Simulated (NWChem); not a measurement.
All runs are NWChem calculations. System: H₄Sn, charge 0, spin multiplicity 1, at a geometry optimised with B3LYP/def2-SVP with def2 effective core potentials on Sn. The structure started from a generated list of species. Level: CCSD(T)/def2-TZVPD with def2 effective core potentials on Sn, 4 core orbitals frozen.

NWChem printed:

```
             Northwest Computational Chemistry Package (NWChem) 7.3.0
             --------------------------------------------------------

                                NWChem Input Module
                                -------------------

 Scaling coordinates for geometry "geometry" by  1.889725989
 (inverse scale =  0.529177249)

 Turning off AUTOSYM since
 SYMMETRY directive was detected!

                             Geometry "geometry" -> ""
                             -------------------------

 Output coordinates in angstroms (scale by  1.889725989 to convert to a.u.)

  No.       Tag          Charge          X              Y              Z
 ---- ---------------- ---------- -------------- -------------- --------------
    1 Sn                  50.0000     0.00000000     0.00000000     0.00000000
    2 H                    1.0000     1.40198600     0.00000000    -0.99134400
    3 H                    1.0000    -1.40198600     0.00000000    -0.99134400
    4 H                    1.0000     0.00000000     1.40198500     0.99134400
    5 H                    1.0000     0.00000000    -1.40198500     0.99134400

 Effective nuclear repulsion energy (a.u.)      62.7696180857

            Nuclear Dipole moment (a.u.)
            ----------------------------
        X                 Y               Z
 ---------------- ---------------- ----------------
     0.0000000000     0.0000000000     0.0000000000

      Symmetry information
      --------------------

 Group name             C2v
 Group number             16
 Group order               4
 No. of unique centers     3

      Symmetry unique atoms

     1    2    4


 Summary of "ao basis" -> "" (spherical)
 ------------------------------------------------------------------------------
       Tag                 Description            Shells   Functions and Types
 ---------------- ------------------------------  ------  ---------------------
 *                         def2-tzvpd                 on all atoms

 Summary of "ao basis" -> "ao basis" (spherical)
 ------------------------------------------------------------------------------
       Tag                 Description            Shells   Functions and Types
 ---------------- ------------------------------  ------  ---------------------
 Sn                        def2-tzvpd               18       56   7s5p4d2f
 H                         def2-tzvpd                5        9   3s2p

                                 NWChem SCF Module
[...]
     2   1 0 1      0.000000      0.000000      0.000000
     2   0 2 0    -21.826054      0.000000     14.038296
     2   0 1 1      0.000000      0.000000      0.000000
     2   0 0 2    -21.826031      0.000000     14.038038

                   NWChem Extensible Many-Electron Theory Module
                   ---------------------------------------------


            General Information
            -------------------
      Number of processors :     1
         Wavefunction type : Restricted Hartree-Fock
          No. of electrons :    26
           Alpha electrons :    13
            Beta electrons :    13
           No. of orbitals :   184
            Alpha orbitals :    92
             Beta orbitals :    92
        Alpha frozen cores :     4
         Beta frozen cores :     4
     Alpha frozen virtuals :     0
      Beta frozen virtuals :     0
         Spin multiplicity : singlet
    Number of AO functions :    92
       Number of AO shells :    38
        Use of symmetry is : on
      Symmetry adaption is : on
         Schwarz screening : 0.10D-09

          Correlation Information
          -----------------------
          Calculation type : Coupled-cluster singles & doubles w/ perturbation
   Perturbative correction : (T)
            Max iterations :      100
        Residual threshold : 0.10D-05
     T(0) DIIS level shift : 0.00D+00
     L(0) DIIS level shift : 0.00D+00
     T(1) DIIS level shift : 0.00D+00
     L(1) DIIS level shift : 0.00D+00
     T(R) DIIS level shift : 0.00D+00
     T(I) DIIS level shift : 0.00D+00
   CC-T/L Amplitude update :  5-th order DIIS
                I/O scheme : Global Array Library
        L-threshold :  0.10D-05
        EOM-threshold :  0.10D-05
 no EOMCCSD initial starts read in
 TCE RESTART OPTIONS
 SLICE:      F
 D4D5:       F
 quantumc:   F
 qrotation:  F
 pwtce:      F
 qducc:      F
 nacto:                         0
 nrotv:                         0
 nrot:                          0

            Memory Information
            ------------------
          Available GA space size is     249028336 doubles
          Available MA space size is     104840500 doubles

 Maximum block size supplied by input
 Maximum block size        24 doubles

 tile_dim =     19

 -------------------------------------------------

 Global array virtual files algorithm will be used

 Parallel file system coherency ......... OK

 4-electron integrals stored in orbital form

 v2    file size   =          3438738
 4-index algorithm nr.  13 is used
 imaxsize =       30
 imaxsize ichop =        0


CCSD iterations
 ---------------------------------------------------------
 Iter          Residuum       Correlation     Cpu    Wall
 ---------------------------------------------------------
    1   0.1295186809050  -0.3383354622737     0.4     0.4
    2   0.0369945139421  -0.3484245957398     0.5     0.5
    3   0.0132458433111  -0.3550284922438     0.6     0.6
    4   0.0054480370846  -0.3566139363296     0.5     0.5
    5   0.0023659314366  -0.3572824862531     0.6     0.6
    6   0.0004771651053  -0.3576797686248     0.6     0.6
    7   0.0002187940132  -0.3577106009224     0.5     0.5
    8   0.0000975433386  -0.3577177943900     0.5     0.5
    9   0.0000547370841  -0.3577199443135     0.5     0.5
   10   0.0000285320731  -0.3577218911597     0.6     0.6
   11   0.0000038409868  -0.3577236274074     0.5     0.5
   12   0.0000014229198  -0.3577240782669     0.5     0.5
   13   0.0000006554973  -0.3577241414764     0.5     0.5
 -----------------------------------------------------------------
 Iterations converged
 CCSD correlation energy / hartree =        -0.357724141476396
 CCSD total energy / hartree       =      -216.001262148277192

 Singles contributions

 Doubles contributions
 CCSD(T)
 Using plain CCSD(T) code
             total no. of tasks          925
 total no. of tasks / no. procs          925
                         wl_min          729           3.0
                         wl_max       369664           8.5
        thresh for no. of tasks          925

 CCSD[T]  correction energy / hartree =        -0.008985211969738
 CCSD[T] correlation energy / hartree =        -0.366709353446135
 CCSD[T] total energy / hartree       =      -216.010247360246922
 CCSD(T)  correction energy / hartree =        -0.008194425805785
 CCSD(T) correlation energy / hartree =        -0.365918567282181
 CCSD(T) total energy / hartree       =      -216.009456574082975

 Task  times  cpu:       45.2s     wall:       45.2s

 Total times  cpu:       45.2s     wall:       45.2s
```

Problem. Write an NWChem input that would produce this output.

Solution. One answer among several that fit: 
```
start mol
memory heap 100 mb stack 700 mb global 1900 mb
geometry units angstroms nocenter noautoz
  Sn     0.000000     0.000000     0.000000
  H      1.401986     0.000000    -0.991344
  H     -1.401986     0.000000    -0.991344
  H      0.000000     1.401985     0.991344
  H      0.000000    -1.401985     0.991344
  symmetry group C2v
end
basis spherical
  * library def2-tzvpd
end
ecp
  Sn library def2-ecp
end
scf
  rhf
  nopen 0
  maxiter 100
  thresh 1e-7
  semidirect memsize 60000000 filesize 0
end
tce
  freeze core 4
  ccsd(t)
  2eorb
  2emet 13
  thresh 1e-6
  maxiter 100
  tilesize 24
end
task tce energy
```
